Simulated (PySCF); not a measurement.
# A small calculation by hand: entropy of an ideal gas

H3O3Si, SMILES O[Si](O)O, multiplicity 2.

Coordinates come from a r2SCAN-D4/def2-SVP optimisation. The isomer is the one that the SMILES or the coordinates give; other isomers of the formula were not compared. One conformer was computed; it need not be the lowest.

PySCF with r2SCAN-D4/def2-SVP gives the harmonic wavenumbers 145, 146, 261, 307, 307, 387, 770, 770, 779, 801, 934, 935, 3873, 3873, 3874 cm⁻¹ and the rotational temperatures 0.3384, 0.3384, 0.1856 K. The molar mass is 79.11 g/mol, the symmetry number 3, the spin multiplicity 2.

**Question.** Work out the entropy at 298.15 K and 1 atm in the rigid-rotor, harmonic-oscillator model.

**Answer.** 
Translation (Sackur–Tetrode at 1 atm): S = R[1.5 ln M + 2.5 ln T − 1.16487] = 163.3 J/(mol K).
Rotation: q = (√π/σ) T^1.5/√(θA θB θC) = 20900, S = R[ln q + 3/2] = 95.2 J/(mol K).
Vibration: with u = 1.4388 ν/T, each mode gives R[u/(e^u − 1) − ln(1 − e^−u)]:
| ν (cm⁻¹) | modes | u | S (J/(mol K)) |
|---|---|---|---|
| 145 | 1 | 0.70 | 11.45 |
| 146 | 1 | 0.70 | 11.40 |
| 261 | 1 | 1.26 | 6.92 |
| 307 | 2 | 1.48 | 11.53 |
| 387 | 1 | 1.87 | 4.23 |
| 770 | 2 | 3.72 | 1.95 |
| 779 | 1 | 3.76 | 0.94 |
| 801 | 1 | 3.87 | 0.86 |
| 934 | 1 | 4.51 | 0.51 |
| 935 | 1 | 4.51 | 0.51 |
The stiffer modes add less than 0.005 each. Sum 50.3 J/(mol K).
Spin: R ln 2 = 5.8 J/(mol K).
Total 314.5 J/(mol K); the program's own thermochemistry gives 314.5. Translation makes up 52 % and vibration 16 %. Anharmonicity, hindered rotation and orbital degeneracy are left out.
